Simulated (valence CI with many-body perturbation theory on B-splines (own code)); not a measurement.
**E1 line list for Ho60+**

Calculated by configuration interaction combined with many-body perturbation theory (CI+MBPT): five valence electrons over a frozen Dirac-Fock core [He], a basis of 9 s, 9 p, 8 d, 6 f, 3 g, 1 h functions for each j, with the one-electron correlation potential Σ1, the two-electron term Σ2, the three-electron term Σ3, Breit, model QED; selected CI, second order for the rest (own B-spline code, finite nucleus).

No measured spectrum was set against this ion. As an estimate, large intervals hold to a few tenths of a per cent, small ones and those within an open d or f shell to about a per cent. Among the levels kept, up to 1100 cm⁻¹ of a level comes from second order outside the variational space, and about a tenth of that is noise between levels of different J, which matters for small intervals.

Lines 101 to 150 of 252 in falling wavelength, among levels below 651.88 Ry, chosen from the strongest by gf and those to the six lowest levels. Wavelengths and rates use the calculated energies. Electric multipoles are in the length gauge, E1 and E2 with the static RPA response of the core. Weak lines are less certain than strong ones. Lines between different terms over intervals too small for the method are left out, as are lines whose strength nearly cancels. The highest levels of a list are the least certain.

Levels are named by their leading jj configuration (3d3/2^4 stands for four electrons in 3d with j = 3/2), which in mixed levels can hold well under half, so a name can repeat and another be missing. Letters in brackets count levels of one name in rising energy.

```
λ vac (nm)                               Upper                       Lower   A (s⁻¹)  S (a.u.)
     1.008  (2s 2p1/2^2 2p3/2 3d3/2) J=5/2 [b]  (2s^2 2p1/2^2 3d3/2) J=3/2  3.52e+12  1.07e-02
     1.008  (2s 2p1/2^2 2p3/2 3p1/2) J=3/2 [b]  (2s^2 2p1/2^2 3p1/2) J=1/2  4.40e+12  8.88e-03
     1.007        (2s 2p1/2 2p3/2^3) J=3/2 [b]  (2s^2 2p1/2 2p3/2^2) J=1/2  2.32e+12  4.69e-03
     1.004      (2s 2p1/2^2 2p3/2 3d5/2) J=5/2  (2s^2 2p1/2^2 3d3/2) J=3/2  8.04e+11  2.41e-03
     1.004            (2s 2p1/2 2p3/2^3) J=5/2  (2s^2 2p1/2 2p3/2^2) J=3/2  2.25e+11  6.76e-04
     1.004     (2s 2p1/2^2 2p3/2 3s) J=3/2 [b]     (2s^2 2p1/2^2 3s) J=1/2  4.11e+12  8.21e-03
     1.004             (2p1/2^2 2p3/2^3) J=3/2  (2s 2p1/2^2 2p3/2^2) J=3/2  7.55e+12  1.51e-02
     1.003             (2p1/2^2 2p3/2^3) J=3/2  (2s 2p1/2^2 2p3/2^2) J=1/2  1.71e+12  3.41e-03
     1.002                  (2s 2p3/2^4) J=1/2        (2s^2 2p3/2^3) J=3/2  8.41e+12  8.36e-03
     1.001               (2p1/2 2p3/2^4) J=1/2    (2s 2p1/2 2p3/2^3) J=1/2  4.86e+12  4.82e-03
     1.001  (2s 2p1/2^2 2p3/2 3p3/2) J=3/2 [b]  (2s^2 2p1/2^2 3p3/2) J=3/2  4.89e+12  9.68e-03
    0.9974  (2s 2p1/2^2 2p3/2 3p3/2) J=1/2 [b]  (2s^2 2p1/2^2 3p3/2) J=3/2  4.83e+12  4.73e-03
    0.9811          (2s 2p1/2^2 2p3/2^2) J=1/2  (2s^2 2p1/2^2 2p3/2) J=3/2  4.40e+12  4.10e-03
    0.9800          (2s 2p1/2^2 2p3/2^2) J=3/2  (2s^2 2p1/2^2 2p3/2) J=3/2  8.01e+12  1.49e-02
    0.9719        (2s 2p1/2 2p3/2^3) J=3/2 [b]  (2s^2 2p1/2 2p3/2^2) J=5/2  7.27e+12  1.32e-02
    0.9620            (2s 2p1/2 2p3/2^3) J=1/2  (2s^2 2p1/2 2p3/2^2) J=3/2  7.28e+12  6.40e-03
    0.9550        (2s 2p1/2 2p3/2^3) J=3/2 [b]  (2s^2 2p1/2 2p3/2^2) J=3/2  2.83e+11  4.86e-04
    0.9329             (2p1/2^2 2p3/2^3) J=3/2  (2s 2p1/2^2 2p3/2^2) J=5/2  2.23e+12  3.58e-03
    0.5990        (2s 2p1/2 2p3/2^3) J=3/2 [a]  (2s^2 2p1/2^2 2p3/2) J=3/2  1.67e+10  7.08e-06
    0.5880            (2s 2p1/2 2p3/2^3) J=5/2  (2s^2 2p1/2^2 2p3/2) J=3/2  1.36e+09  8.20e-07
    0.5732            (2s 2p1/2 2p3/2^3) J=1/2  (2s^2 2p1/2^2 2p3/2) J=3/2  6.40e+10  1.19e-05
    0.5708        (2s 2p1/2 2p3/2^3) J=3/2 [b]  (2s^2 2p1/2^2 2p3/2) J=3/2  3.84e+10  1.41e-05
    0.5687                  (2s 2p3/2^4) J=1/2  (2s^2 2p1/2 2p3/2^2) J=3/2  8.75e+10  1.59e-05
    0.2061          (2s^2 2p1/2^2 3p1/2) J=1/2  (2s 2p1/2^2 2p3/2^2) J=1/2  9.93e+10  8.57e-07
    0.1984             (2s^2 2p1/2^2 3s) J=1/2  (2s^2 2p1/2 2p3/2^2) J=1/2  2.78e+10  2.14e-07
    0.1971          (2s^2 2p1/2^2 3p3/2) J=3/2  (2s 2p1/2^2 2p3/2^2) J=1/2  2.68e+10  4.05e-07
    0.1943          (2s^2 2p1/2^2 3p3/2) J=3/2  (2s 2p1/2^2 2p3/2^2) J=5/2  1.29e+11  1.86e-06
    0.1852          (2s^2 2p1/2^2 3d3/2) J=3/2  (2s^2 2p1/2 2p3/2^2) J=1/2  5.76e+10  7.22e-07
    0.1834          (2s^2 2p1/2^2 3d3/2) J=3/2  (2s^2 2p1/2 2p3/2^2) J=3/2  1.37e+11  1.67e-06
    0.1818          (2s^2 2p1/2^2 3d5/2) J=5/2  (2s^2 2p1/2 2p3/2^2) J=5/2  1.30e+10  2.32e-07
    0.1812          (2s^2 2p1/2^2 3d5/2) J=5/2  (2s^2 2p1/2 2p3/2^2) J=3/2  1.32e+10  2.33e-07
    0.1795  (2s^2 2p1/2 2p3/2 3p1/2) J=3/2 [a]  (2s 2p1/2^2 2p3/2^2) J=1/2  3.66e+10  4.18e-07
    0.1782  (2s^2 2p1/2 2p3/2 3p1/2) J=3/2 [b]  (2s 2p1/2^2 2p3/2^2) J=1/2  4.25e+11  4.75e-06
    0.1768      (2s^2 2p1/2 2p3/2 3p1/2) J=5/2  (2s 2p1/2^2 2p3/2^2) J=5/2  1.54e+11  2.52e-06
    0.1759  (2s^2 2p1/2 2p3/2 3p1/2) J=3/2 [b]  (2s 2p1/2^2 2p3/2^2) J=5/2  5.20e+11  5.58e-06
    0.1747     (2s 2p1/2^2 2p3/2 3s) J=3/2 [a]  (2s 2p1/2^2 2p3/2^2) J=1/2  4.46e+13  4.70e-04
    0.1738     (2s^2 2p1/2 2p3/2 3s) J=3/2 [a]  (2s^2 2p1/2 2p3/2^2) J=1/2  5.16e+11  5.35e-06
    0.1735         (2s^2 2p1/2 2p3/2 3s) J=1/2  (2s^2 2p1/2 2p3/2^2) J=1/2  4.86e+13  2.51e-04
    0.1734         (2s 2p1/2^2 2p3/2 3s) J=1/2  (2s 2p1/2^2 2p3/2^2) J=3/2  8.05e+13  4.14e-04
    0.1734         (2s 2p1/2^2 2p3/2 3s) J=1/2  (2s 2p1/2^2 2p3/2^2) J=1/2  3.73e+13  1.92e-04
    0.1732     (2s^2 2p1/2 2p3/2 3s) J=3/2 [b]  (2s^2 2p1/2 2p3/2^2) J=1/2  4.80e+13  4.92e-04
    0.1731     (2s 2p1/2^2 2p3/2 3s) J=3/2 [b]  (2s 2p1/2^2 2p3/2^2) J=3/2  5.82e+13  5.97e-04
    0.1731         (2s 2p1/2^2 2p3/2 3s) J=5/2  (2s 2p1/2^2 2p3/2^2) J=5/2  6.27e+13  9.63e-04
    0.1728  (2s^2 2p1/2 2p3/2 3p3/2) J=3/2 [a]  (2s 2p1/2^2 2p3/2^2) J=1/2  3.46e+10  3.52e-07
    0.1727  (2s^2 2p1/2 2p3/2 3p3/2) J=1/2 [a]  (2s 2p1/2^2 2p3/2^2) J=1/2  1.51e+13  7.70e-05
    0.1727     (2s^2 2p1/2 2p3/2 3s) J=3/2 [a]  (2s^2 2p1/2 2p3/2^2) J=5/2  1.39e+13  1.41e-04
    0.1725     (2s 2p1/2^2 2p3/2 3s) J=3/2 [a]  (2s 2p1/2^2 2p3/2^2) J=5/2  1.05e+14  1.07e-03
    0.1724             (2s^2 2p1/2^2 3s) J=1/2  (2s^2 2p1/2^2 2p3/2) J=3/2  1.36e+14  6.87e-04
    0.1722         (2s^2 2p1/2 2p3/2 3s) J=5/2  (2s^2 2p1/2 2p3/2^2) J=5/2  6.56e+13  9.92e-04
    0.1721     (2s^2 2p1/2 2p3/2 3s) J=3/2 [a]  (2s^2 2p1/2 2p3/2^2) J=3/2  5.78e+13  5.82e-04
```
